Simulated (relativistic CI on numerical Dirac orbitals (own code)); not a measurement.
## Sensitivity of the levels of In³⁰⁺ to α and to the nuclear radius

Calculated at this level of theory: Dirac-Coulomb-Breit CI, orbitals from a KLI potential per configuration, derivatives by finite differences, unscaled Slater integrals, QED left out (own radial code, finite nucleus).

Configurations in the expansion (outside the closed core [Ne]): 3s²3p⁶3d, 3s²3p⁵3d², 3s3p⁶3d², 3s²3p⁶4s, 3s²3p⁶4p, 3p⁶3d³, 3p⁵3d⁴. Double excitations out of closed p, d and f shells are left out; levels of such configurations are missing from the list, as are those of other unlisted configurations, and high levels can miss mixing partners.

With x = (α/α₀)² − 1 an excitation energy changes as ω = ω₀ + qx; K = 2q/ω₀ is the relative enhancement. Terms are leading LS components, so labels can repeat. The field-shift factor is F = δν/δ⟨r²⟩ for the transition from the lowest level.

Lowest level 3s²3p⁶3d ²D3/2.

| Level | ω₀ (cm⁻¹) | q (cm⁻¹) | K | F (GHz/fm²) |
| --- | --- | --- | --- | --- |
| 3s²3p⁶3d ²D5/2 | 82913 | 82840 | 2 | 0.61 |
| 3s²3p⁵3d² ⁴D°1/2 | 1144197 | 49160 | 0.0859 | 2.69 |
| 3s²3p⁵3d² ⁴D°3/2 | 1155094 | 45500 | 0.0788 | 2.76 |
| 3s²3p⁵3d² ⁴F°5/2 | 1186918 | 53720 | 0.0905 | 2.9 |
| 3s²3p⁵3d² ⁴G°7/2 | 1212555 | 42620 | 0.0703 | 2.85 |
| 3s²3p⁵3d² ⁴D°5/2 | 1230917 | 94480 | 0.154 | 3.17 |
| 3s²3p⁵3d² ⁴D°7/2 | 1250349 | 121700 | 0.195 | 3.24 |
| 3s²3p⁵3d² ⁴G°9/2 | 1252448 | 109100 | 0.174 | 3.38 |
| 3s²3p⁵3d² ²D°3/2 | 1277657 | 104300 | 0.163 | 2.98 |
| 3s²3p⁵3d² ⁴P°3/2 | 1280313 | 76730 | 0.12 | 2.88 |
| 3s²3p⁵3d² ⁴G°11/2 | 1282222 | 136600 | 0.213 | 3.65 |
| 3s²3p⁵3d² ⁴P°5/2 | 1284850 | 116900 | 0.182 | 3.34 |
| 3s²3p⁵3d² ²G°7/2 | 1307943 | 111200 | 0.17 | 3.37 |
| 3s²3p⁵3d² ⁴P°1/2 | 1330780 | 124600 | 0.187 | 3.1 |
| 3s²3p⁵3d² ⁴F°9/2 | 1351747 | 153700 | 0.227 | 3.74 |
| 3s²3p⁵3d² ²F°7/2 | 1353935 | 115100 | 0.17 | 3.52 |
| 3s²3p⁵3d² ²D°5/2 | 1354902 | 149300 | 0.22 | 3.69 |
| 3s²3p⁵3d² ²H°11/2 | 1371663 | 153700 | 0.224 | 3.9 |
| 3s²3p⁵3d² ²D°3/2 | 1373114 | 133700 | 0.195 | 3.03 |
| 3s²3p⁵3d² ²D°5/2 | 1382719 | 167000 | 0.242 | 3.46 |
| 3s²3p⁵3d² ²F°7/2 | 1410553 | 188000 | 0.267 | 3.79 |
| 3s²3p⁵3d² ²P°1/2 | 1424764 | 201800 | 0.283 | 3.58 |
| 3s²3p⁵3d² ²G°9/2 | 1432174 | 148400 | 0.207 | 3.77 |

At this charge energies of transitions that change n are usually good to better than 1 %, and those within a shell (Δn = 0) to a few per cent.
